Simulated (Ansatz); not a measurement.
Start from `O[Si](Cl)(Cl)Cl` and change one atom or group to get `Cl[Si](Cl)(Cl)Br`.

Ansatz, PBE0-D4/def2-TZVP geometries, multiplicity 1. Each molecule was computed in one conformer, which needn't be the lowest.

Scalar relativity is left out up to krypton.

```csv
property,`O[Si](Cl)(Cl)Cl`
size of the dipole moment (ωB97M-V/def2-TZVPP) / D,1.63
HOMO energy (PBE/def2-TZVPP) / eV,-7.88
LUMO energy (B3LYP/def2-TZVPP) / eV,-0.32
LUMO energy (ωB97M-V/def2-TZVPP) / eV,1.80
LUMO energy (PBE/def2-TZVPP) / eV,-1.03
HOMO–LUMO gap (ωB97M-V/def2-TZVPP) / eV,13.35
```

(1) Give the same properties after the change, and the shifts. (Best estimate.)

Answers

(1) The calculation gave: 
```json
{"property": "size of the dipole moment (ωB97M-V/def2-TZVPP) / D", "`Cl[Si](Cl)(Cl)Br`": "0.06", "shift": "-1.57"}
{"property": "HOMO energy (PBE/def2-TZVPP) / eV", "`Cl[Si](Cl)(Cl)Br`": "-7.71", "shift": "0.17"}
{"property": "LUMO energy (B3LYP/def2-TZVPP) / eV", "`Cl[Si](Cl)(Cl)Br`": "-1.18", "shift": "-0.86"}
{"property": "LUMO energy (ωB97M-V/def2-TZVPP) / eV", "`Cl[Si](Cl)(Cl)Br`": "1.13", "shift": "-0.67"}
{"property": "LUMO energy (PBE/def2-TZVPP) / eV", "`Cl[Si](Cl)(Cl)Br`": "-1.88", "shift": "-0.85"}
{"property": "HOMO–LUMO gap (ωB97M-V/def2-TZVPP) / eV", "`Cl[Si](Cl)(Cl)Br`": "12.39", "shift": "-0.96"}
```

With PBE0 the HOMO rises by 0.26 eV and the LUMO falls by 0.90 eV, so the gap narrows by about 1.16 eV. PBE moves the HOMO by 0.17 eV and ωB97M-V by 0.30 eV. The zero-point energy changes by -33.9 kJ/mol with -3 modes. Dipoles are sizes alone; their direction can turn.

B3LYP here is the variant with VWN-RPA as its local correlation; programs differ in this.

Spin–orbit coupling is left out; it splits and shifts lone-pair levels of the heavy atoms by tenths of an eV.
